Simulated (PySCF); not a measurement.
Isomers of C2H5F3OSi, mass 130.006 u with the commonest isotopes. Method used: PySCF, PBE0-D3(BJ)/def2-SVP geometry optimisation, gas phase. One conformer each, none proved a minimum here; rigid rotors.

Task: Order these by rotational constant C, largest first.
A. `[OH:1][SiH2:2][CH2:3][C:4]([F:5])([F:6])[F:7]` with H–O1–Si2–C3 -46°, O1–Si2–C3–C4 63°
B. `[CH3:1][O:2][SiH2:3][C:4]([F:5])([F:6])[F:7]` with C1–O2–Si3–C4 176°
C. `[F:1][C:2]([F:3])([F:4])[CH2:5][O:6][SiH3:7]` with C2–C5–O6–Si7 175°

Result: A (1248 MHz), B (1145 MHz), C (1012 MHz).

Task: Order these by dipole moment, largest first.
A. `[F:1][C:2]([F:3])([F:4])[CH2:5][O:6][SiH3:7]` with C2–C5–O6–Si7 175°
B. `[OH:1][SiH2:2][CH2:3][C:4]([F:5])([F:6])[F:7]` with H–O1–Si2–C3 -46°, O1–Si2–C3–C4 63°
C. `[CH3:1][O:2][SiH2:3][C:4]([F:5])([F:6])[F:7]` with C1–O2–Si3–C4 176°

Result: C (3.21 D), A (2.54 D), B (1.08 D).

Task: Order these by radius of gyration √(Σ m r²/M), largest first.
A. `[OH:1][SiH2:2][CH2:3][C:4]([F:5])([F:6])[F:7]` with H–O1–Si2–C3 -46°, O1–Si2–C3–C4 63°
B. `[CH3:1][O:2][SiH2:3][C:4]([F:5])([F:6])[F:7]` with C1–O2–Si3–C4 176°
C. `[F:1][C:2]([F:3])([F:4])[CH2:5][O:6][SiH3:7]` with C2–C5–O6–Si7 175°

Result: C (2.053 Å), B (1.942 Å), A (1.870 Å).

```csv
SMILES,point group,Ia (u·Å²),Ib (u·Å²),Ic (u·Å²),κ,μa (D),μb (D),μc (D)
FC(F)(F)CO[SiH3],near Cs,100.64,496.20,499.49,-1.00,1.94,1.64,0.08
CO[SiH2]C(F)(F)F,near Cs,118.88,420.31,441.37,-0.96,2.94,1.29,0.05
O[SiH2]CC(F)(F)F,C1,127.79,376.09,404.88,-0.93,0.01,0.81,0.71
```
